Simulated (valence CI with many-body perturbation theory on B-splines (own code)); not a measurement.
**Energy levels of V17+**

Computed by relativistic CI+MBPT: four valence electrons over a frozen Dirac-Fock core [He], a basis of 11 s, 11 p, 10 d, 8 f, 5 g, 2 h functions for each j, with the one-electron correlation potential Σ1 (screened to all orders), the two-electron term Σ2, the three-electron term Σ3, Breit, model QED; selected single and double excitations, second order for the rest, scaled by the run's own slope (own B-spline code, finite nucleus).

No measured levels were compared; by estimate levels of excited configurations hold to 0.05 to 0.15 % of their energy, terms of the ground configuration to about 0.5 %. Among the levels kept, up to 850 cm⁻¹ of a level comes from second order outside the variational space, and about a tenth of that is noise between levels of different J, which matters for small intervals.

Levels 91 to 135 of 189, with energies above the lowest level, 2s²2p² ³P_0. "Leading %" is the weight of the configuration and term that name the level; weights of strongly mixed levels are sums over their largest components and can fall short, so below about 35 % the name and the second component can differ from the true leading terms, or belong to a minority configuration. In the jj column 3d3/2^4 stands for four electrons in 3d with j = 3/2. Lifetimes count E1, E2, E3, M1 and M2 decay at the calculated energies, and are blank where another channel may lead or the interval is too uncertain; long ones can be off by a factor of two.

```
No.  Configuration  Term  J  E (eV)  Leading %      g  Lifetime                   Leading jj
 91        2s2p²3d    ⁵P  1  807.08         89  2.399   68.4 fs  2s 2p1/2 2p3/2 3d3/2 (36 %)
 92        2s2p²3p   ³F°  3  808.42         95  1.090   6.31 ps  2s 2p1/2 2p3/2 3p3/2 (36 %)
 93        2s2p²3d    ³F  3  808.48         92  1.102    202 fs  2s 2p1/2 2p3/2 3d5/2 (43 %)
 94        2s2p²3d    ³P  0  809.05         93           204 fs      2s 2p3/2^2 3d5/2 (61 %)
 95        2s2p²3p   ¹D°  2  809.48         56  0.926    343 fs  2s 2p1/2 2p3/2 3p3/2 (42 %)
 96        2s2p²3p   ³F°  4  809.96         97  1.254    147 ps  2s 2p1/2 2p3/2 3p3/2 (52 %)
 97        2s2p²3p   ³D°  1  810.31         76  0.636    659 fs  2s 2p1/2 2p3/2 3p1/2 (65 %)
 98        2s2p²3s    ³P  1  810.51         51  1.690    666 fs         2s 2p3/2^2 3s (64 %)
 99        2s2p²3p   ¹F°  3  811.35         87  1.036    273 fs  2s 2p1/2 2p3/2 3p3/2 (57 %)
100        2s2p²3p   ³D°  2  811.69         92  1.183   1.96 ps  2s 2p1/2 2p3/2 3p3/2 (39 %)
101        2s2p²3d    ³F  4  812.02         93  1.253    200 fs      2s 2p3/2^2 3d5/2 (42 %)
102        2s2p²3s    ³P  2  812.18         93  1.485    760 fs         2s 2p3/2^2 3s (69 %)
103        2s2p²3p   ³D°  3  812.73         90  1.308   1.38 ps  2s 2p1/2 2p3/2 3p3/2 (45 %)
104        2s2p²3p   ¹P°  1  813.06         72  0.913    262 fs  2s 2p1/2 2p3/2 3p3/2 (59 %)
105        2s2p²3s    ¹P  1  814.07         81  1.066    337 fs         2s 2p3/2^2 3s (64 %)
106        2s2p²3s    ¹S  0  814.41         74           978 fs         2s 2p3/2^2 3s (83 %)
107        2s2p²3p   ³P°  0  815.03         91          3.89 ps  2s 2p1/2 2p3/2 3p3/2 (77 %)
108        2s2p²3p   ³P°  1  815.46         92  1.475   1.93 ps  2s 2p1/2 2p3/2 3p3/2 (67 %)
109        2s2p²3d    ³D  1  815.61         92  0.554    132 fs  2s 2p1/2 2p3/2 3d5/2 (64 %)
110        2s2p²3d    ³D  2  816.17         88  1.164    132 fs  2s 2p1/2 2p3/2 3d5/2 (43 %)
111        2s2p²3p   ³P°  2  816.35         88  1.463   1.24 ps      2s 2p3/2^2 3p3/2 (49 %)
112        2s2p²3d    ³D  3  816.84         93  1.315    117 fs  2s 2p1/2 2p3/2 3d3/2 (36 %)
113        2s2p²3p   ³P°  0  820.95         70          1.26 ps  2s 2p1/2 2p3/2 3p1/2 (45 %)
114        2s2p²3p   ³D°  1  823.65         53  0.851    855 fs  2s 2p1/2 2p3/2 3p1/2 (46 %)
115        2s2p²3p   ³D°  2  825.49         49  1.303   1.86 ps      2s 2p1/2^2 3p3/2 (40 %)
116        2s2p²3p   ³P°  1  825.67         70  1.413    740 fs  2s 2p1/2 2p3/2 3p3/2 (38 %)
117        2s2p²3d    ³G  3  829.20         92  0.770   9.14 ps  2s 2p1/2 2p3/2 3d3/2 (75 %)
118        2s2p²3p   ¹S°  0  829.41         60          3.71 ps      2s 2p3/2^2 3p3/2 (44 %)
119        2s2p²3d    ³G  4  829.86         92  1.065   1.43 ps  2s 2p1/2 2p3/2 3d5/2 (49 %)
120        2s2p²3d    ³G  5  830.68         98  1.202    277 ps  2s 2p1/2 2p3/2 3d5/2 (53 %)
121        2s2p²3d    ³F  2  831.16         95  0.683   79.8 fs  2s 2p1/2 2p3/2 3d3/2 (59 %)
122        2s2p²3d    ³F  3  831.63         85  1.079   82.4 fs  2s 2p1/2 2p3/2 3d5/2 (56 %)
123        2s2p²3d    ³F  4  831.93         87  1.229   81.0 fs  2s 2p1/2 2p3/2 3d5/2 (59 %)
124        2s2p²3p   ¹P°  1  832.36         49  0.885    393 fs      2s 2p3/2^2 3p1/2 (57 %)
125        2s2p²3d    ³D  1  832.43         96  0.510   81.0 fs  2s 2p1/2 2p3/2 3d3/2 (49 %)
126        2s2p²3p   ³P°  2  832.74         63  1.381   2.05 ps      2s 2p3/2^2 3p3/2 (69 %)
127        2s2p²3d    ³D  2  832.84         96  1.168   81.5 fs  2s 2p1/2 2p3/2 3d5/2 (37 %)
128        2s2p²3p   ³D°  3  832.84         92  1.325   1.01 ps      2s 2p3/2^2 3p3/2 (64 %)
129        2s2p²3d    ³D  3  833.13         73  1.250    100 fs  2s 2p1/2 2p3/2 3d3/2 (30 %)
130        2s2p²3p   ³P°  2  834.32         75  1.430    922 fs      2s 2p3/2^2 3p1/2 (36 %)
131        2s2p²3p   ³S°  1  834.40         50  1.765    491 fs      2s 2p3/2^2 3p1/2 (51 %)
132        2s2p²3d    ¹F  3  834.46         58  1.090    162 fs      2s 2p3/2^2 3d5/2 (48 %)
133        2s2p²3p   ³P°  0  834.57         94          2.94 ps      2s 2p3/2^2 3p1/2 (50 %)
134        2s2p²3p   ³P°  1  835.14         55  1.527    789 fs      2s 2p3/2^2 3p3/2 (56 %)
135        2s2p²3d    ¹G  4  836.27         91  1.020    539 fs  2s 2p1/2 2p3/2 3d5/2 (34 %)
```

Names give the largest LS component (configuration and term), which can be under half, so a name can repeat, a term be missing and a line seem to break the LS rules; names also repeat where a configuration has a term twice.
